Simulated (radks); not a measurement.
Values are calculated unless marked as measured or tabulated.
Problem. Coherent X-ray form factor from a spherical all-electron density. Level of theory: Dirac Kohn-Sham, Slater X-alpha with alpha = 0.656, spin-unpolarised, spherical densities, finite nucleus; Fermi nuclear charge, rms radius of each element as measured or else 0.836 A^(1/3) + 0.57 fm (a radial shooting solver on a logarithmic mesh with Libxc functionals).

sin(theta)/lambda (1/angstrom),f0 (electrons)
0.05,61.225
0.1,59.099
0.15,56.080
0.2,52.649
0.25,49.169
0.3,45.861
0.4,40.092
0.5,35.405
0.6,31.508
0.8,25.349
1,20.997
1.25,17.521
1.5,15.235
2,11.614

The species is in the configuration that NIST lists as its ground one. Which atom or ion scatters so?

Solution. The gadolinium ion Gd2+, [Xe] 4f7 5d1. Extrapolating in s^2 from the first two rows gives f0(0) = 61.9, near the electron count 62; among species with that count, the fall with angle is slower the higher Z, and the table is that of Z = 64; from so few rows the species is fixed only to a neighbour or two.
